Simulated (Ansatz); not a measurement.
Cost and result for the atomization energy of CH₇AlN₂Si, SMILES `[SiH3][N]1C[NH][AlH]1` (12 atoms, 12 bonds).

```xyz
12

Si   -1.891   -0.301   -0.051
N    -0.213   -0.064   -0.243
C     0.725    0.221    0.858
N     1.993    0.328    0.137
Al    1.166    0.008   -1.387
H    -2.465   -0.560   -1.398
H    -2.208   -1.459    0.838
H    -2.574    0.886    0.543
H     0.731   -0.595    1.597
H     0.459    1.154    1.377
H     2.828    0.524    0.654
H     1.448   -0.141   -2.926
```

The species carries charge 0 and has multiplicity 1. Geometry: relaxed with PBE0-D4/def2-TZVP. Program: Ansatz. All runs use 4 threads of an Arm Neoverse V1 on a shared host. Times are those of one run each, without the atoms' runs, and a repeat can differ threefold. Electronic energies, without spin–orbit coupling; frozen cores. CCSD(T)/CBS adds CCSD(T) − MP2 in def2-TZVPP to the MP2 limit, and its time is that of the two runs behind it. T1 = 0.013. B3LYP takes the VWN-RPA correlation (the form of Gaussian; ORCA's B3LYP/G). HSE06 is the plane-wave form, built on full-range PBE exchange.

CCSD(T)/CBS is a level of theory with its own doubt, some kJ/mol a heavy atom from the limit and from the frozen cores, so smaller differences don't rank the functionals.

```csv
level,functions,atomization (kcal/mol),difference from CCSD(T)/CBS,per bond
ωB97X-V/def2-TZVPP,275,989.2,7.6,0.6
CCSD(T)/def2-SVP,113,912.2,-69.4,-5.8
B3LYP-D4/def2-TZVPP (with forces),275,983.2,1.6,0.1
HSE06-D4/def2-TZVPP,275,977.5,-4.1,-0.3
B97M-V/def2-TZVPP,275,985.5,3.9,0.3
CCSD(T)/CBS(def2),–,981.6,0.0,0.0
CCSD(T)/def2-TZVPP,275,950.6,-31.0,-2.6
BHLYP-D4/def2-TZVPP,275,956.9,-24.7,-2.1
MP2/def2-QZVPP,521,981.5,-0.1,0.0
B2PLYP/def2-TZVPP,275,969.9,-11.7,-1.0
r2SCAN-D4/def2-TZVPP (with forces),275,978.5,-3.1,-0.3
PBE0-D4/def2-TZVPP,275,976.9,-4.7,-0.4
ωB97M-V/def2-TZVPP (with forces),275,985.7,4.1,0.3
```

Q: Order the runs by time, with rough figures. (Best estimate.)

A: Computed: PBE0-D4/def2-TZVPP 4.1 s; BHLYP-D4/def2-TZVPP 4.1 s; HSE06-D4/def2-TZVPP 4.3 s; CCSD(T)/def2-SVP 5.5 s; r2SCAN-D4/def2-TZVPP (with forces) 6.5 s; B3LYP-D4/def2-TZVPP (with forces) 6.5 s; B2PLYP/def2-TZVPP 7 s; ωB97X-V/def2-TZVPP 11 s; B97M-V/def2-TZVPP 12 s; ωB97M-V/def2-TZVPP (with forces) 15 s; MP2/def2-QZVPP 29 s; CCSD(T)/def2-TZVPP 3 min; CCSD(T)/CBS(def2) 3.5 min.

Leaving LDA and LC-ωPBE aside and taking each functional with its dispersion term where it has one, the values, not all of them listed here, spread over 35.9 kcal/mol, from BHLYP-D4 to PBE-D4. LDA lies +130.0 kcal/mol from PBE without D4, its usual overbinding. From PBE to PBE0 (25 % exact exchange), in def2-TZVPP and without D4, the atomization energy moves by −15.0 kcal/mol: exact exchange takes away binding that semilocal exchange gives to molecules. In def2-TZVPP, CCSD(T) changes the Hartree–Fock value by +262.4 kcal/mol (the triples alone add +14.8 kcal/mol) and MP2 by +274.6 kcal/mol; breaking electron pairs costs correlation energy, which Hartree–Fock lacks.
